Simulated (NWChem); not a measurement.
System: C2HBrCl2; SMILES ClC(Cl)=CBr

Here is an NWChem input.

```
start job
memory heap 200 mb stack 900 mb global 1100 mb
geometry units angstroms noautoz
  Cl     1.604148     0.985357     0.000000
  C     -0.107008     0.975665     0.000000
  Cl    -0.857552     2.526464     0.000000
  C     -0.855180    -0.134570     0.000000
  Br    -0.163034    -1.861300     0.000000
  H     -1.943248    -0.063959     0.000000
end
basis spherical
  Cl library 6-31g*
  C library 6-31g*
  Br library 6-31g*
  H library 6-31g*
end
dft
  xc pbe0
  iterations 150
end
tddft
  nroots 8
  notriplet
end
task tddft energy
```

Output (shortened):

```
             Northwest Computational Chemistry Package (NWChem) 7.3.0
             --------------------------------------------------------

 CS  symmetry detected

                             Geometry "geometry" -> ""
                             -------------------------

 Output coordinates in angstroms (scale by  1.889725989 to convert to a.u.)

  No.       Tag          Charge          X              Y              Z
 ---- ---------------- ---------- -------------- -------------- --------------
    1 Cl                  17.0000     1.60345568     1.00644944     0.00000000
    2 C                    6.0000    -0.10752810     0.98031003     0.00000000
    3 Cl                  17.0000    -0.87294392     2.52382306     0.00000000
    4 C                    6.0000    -0.84499382    -0.13706521     0.00000000
    5 Br                  35.0000    -0.13628224    -1.85706244     0.00000000
    6 H                    1.0000    -1.93369027    -0.07691612     0.00000000

 Effective nuclear repulsion energy (a.u.)     451.1377713132

      Symmetry information
      --------------------

 Group name             Cs
 Group number              2
 Group order               2
 No. of unique centers     6

                                 NWChem DFT Module
                                 -----------------

 Summary of "ao basis" -> "ao basis" (spherical)
 ------------------------------------------------------------------------------
       Tag                 Description            Shells   Functions and Types
 ---------------- ------------------------------  ------  ---------------------
 Cl                          6-31g*                  8       18   4s3p1d
 C                           6-31g*                  6       14   3s2p1d
 Br                          6-31g*                 12       32   5s4p3d
 H                           6-31g*                  2        2   2s

      Symmetry analysis of basis
      --------------------------

        a'         70
        a"         28

            General Information
            -------------------
          SCF calculation type: DFT
          Wavefunction type:  closed shell.
          No. of atoms     :     6
          No. of electrons :    82
           Alpha electrons :    41
            Beta electrons :    41
          Charge           :     0
          Spin multiplicity:     1
          Use of symmetry is: off; symmetry adaption is: on
          Maximum number of iterations: 150
          AO basis - number of functions:    98
                     number of shells:    42
          Convergence on energy requested:  1.00D-06
          Convergence on density requested:  1.00D-05
          Convergence on gradient requested:  5.00D-04

              XC Information
              --------------
                         PBE0 Method XC Functional
                     Hartree-Fock (Exact) Exchange  0.250
          PerdewBurkeErnzerhof Exchange Functional  0.750
            Perdew 1991 LDA Correlation Functional  1.000 local
           PerdewBurkeErnz. Correlation Functional  1.000 non-local

             Grid Information
             ----------------
          Grid used for XC integration:  medium
          Radial quadrature: Mura-Knowles
          Angular quadrature: Lebedev.
          Tag              B.-S. Rad. Rad. Pts. Rad. Cut. Ang. Pts.
          ---              ---------- --------- --------- ---------
          Cl                  1.00       88          12.0       590
          C                   0.70       49           9.0       434
          Br                  1.15      112          11.0       590
          H                   0.35       45          10.0       434
          Grid pruning is: on
          Number of quadrature shells:   431
          Spatial weights used:  Erf1

      Superposition of Atomic Density Guess
      -------------------------------------

 Sum of atomic energies:       -3566.80718480

      Non-variational initial energy
      ------------------------------

[...]

                                NWChem TDDFT Module
                                -------------------

            General Information
            -------------------
           No. of orbitals :     196
            Alpha orbitals :      98
             Beta orbitals :      98
        Alpha frozen cores :       0
         Beta frozen cores :       0
     Alpha frozen virtuals :       0
      Beta frozen virtuals :       0
         Spin multiplicity :       1
    Number of AO functions :      98
        Use of symmetry is : off
      Symmetry adaption is : on
         Schwarz screening :  0.10D-07

              XC Information
              --------------
                  PBE0 Method XC Functional
              Hartree-Fock (Exact) Exchange   0.25
   PerdewBurkeErnzerhof Exchange Functional   0.75
     Perdew 1991 LDA Correlation Functional   1.00 local
    PerdewBurkeErnz. Correlation Functional   1.00 non-local

             TDDFT Information
             -----------------
          Calculation type : TDDFT
         Wavefunction type : Restricted singlets
          No. of electrons :      82
           Alpha electrons :      41
            Beta electrons :      41
              No. of roots :       8
          Max subspacesize :    5600
            Max iterations :     100
               Target root :       1
           Target symmetry : none
      Symmetry restriction : off
                 Algorithm : Optimal
        Davidson threshold :  0.10D-03

    8 smallest eigenvalue differences (eV)
--------------------------------------------------------
  No. Spin  Occ  Vir  Irrep   E(Occ)    E(Vir)   E(Diff)
--------------------------------------------------------
    1    1   41   42 a'       -0.266    -0.025     6.546
    2    1   41   43 a"       -0.266    -0.014     6.857
    3    1   41   44 a"       -0.266     0.005     7.372
    4    1   40   42 a"       -0.316    -0.025     7.923
    5    1   40   43 a'       -0.316    -0.014     8.234
    6    1   39   42 a"       -0.343    -0.025     8.655
    7    1   40   44 a'       -0.316     0.005     8.749
    8    1   41   45 a"       -0.266     0.061     8.903
--------------------------------------------------------

  Entering Davidson iterations
  Restricted singlet excited states

  Iter   NTrls   NConv    DeltaV     DeltaE      Time
  ----  ------  ------  ---------  ---------  ---------
    1      8       0     0.31E+00   0.10+100       25.9
    2     24       0     0.69E-01   0.16E-01       34.8
    3     40       0     0.34E-01   0.28E-02       37.0
    4     56       0     0.20E-01   0.97E-03       33.1
    5     72       0     0.58E-02   0.22E-03       34.3
    6     88       4     0.20E-02   0.31E-04       34.1
    7     96       6     0.64E-03   0.27E-05       24.9
    8    100       7     0.22E-03   0.21E-06       20.3
    9    102       8     0.83E-04   0.15E-07       20.9
  ----  ------  ------  ---------  ---------  ---------
  Convergence criterion met

  Ground state a'      -3570.295047269325 a.u.

  ----------------------------------------------------------------------------
  Root   1 singlet a"             0.194028065 a.u.                5.2798 eV
  ----------------------------------------------------------------------------
     Transition Moments    X  0.00000   Y  0.00000   Z  0.02390
     Dipole Oscillator Strength                    0.0000738566
     Electric Quadrupole                           0.0000000046
     Magnetic Dipole                               0.0000000858
     Total Oscillator Strength                     0.0000739470

     Occ.   41  a"  ---  Virt.   43  a'   0.99189 X
     Occ.   41  a"  ---  Virt.   44  a'   0.09189 X
  ----------------------------------------------------------------------------
  Root   2 singlet a"             0.217213156 a.u.                5.9107 eV
  ----------------------------------------------------------------------------
     Transition Moments    X  0.00000   Y  0.00000   Z -0.11135
     Dipole Oscillator Strength                    0.0017953863
     Electric Quadrupole                           0.0000000026
     Magnetic Dipole                               0.0000000297
     Total Oscillator Strength                     0.0017954187

     Occ.   38  a"  ---  Virt.   44  a'  -0.08818 X
     Occ.   41  a"  ---  Virt.   43  a'   0.08974 X
     Occ.   41  a"  ---  Virt.   44  a'  -0.98769 X
  ----------------------------------------------------------------------------
  Root   3 singlet a'             0.225508647 a.u.                6.1364 eV
  ----------------------------------------------------------------------------
     Transition Moments    X  0.42170   Y  1.46636   Z  0.00000
     Dipole Oscillator Strength                    0.3499937207
     Electric Quadrupole                           0.0000000340
     Magnetic Dipole                               0.0000007135
     Total Oscillator Strength                     0.3499944682

     Occ.   34  a"  ---  Virt.   42  a"   0.10100 X
     Occ.   35  a'  ---  Virt.   43  a'   0.06260 X
     Occ.   36  a'  ---  Virt.   43  a'  -0.06994 X
     Occ.   38  a"  ---  Virt.   42  a"  -0.12065 X
     Occ.   40  a'  ---  Virt.   44  a'  -0.09468 X
     Occ.   41  a"  ---  Virt.   42  a"   0.97705 X
     Occ.   41  a"  ---  Virt.   42  a"  -0.10352 Y
  ----------------------------------------------------------------------------
  Root   4 singlet a"             0.237302689 a.u.                6.4573 eV
  ----------------------------------------------------------------------------
     Transition Moments    X -0.00000   Y -0.00000   Z -0.03150
     Dipole Oscillator Strength                    0.0001569770
     Electric Quadrupole                           0.0000000143
     Magnetic Dipole                               0.0000006753
     Total Oscillator Strength                     0.0001576666

[...]
```

Level: PBE0/6-31G* (spherical d), full TDDFT. Geometry: optimised at PBE0/def2-SVP.
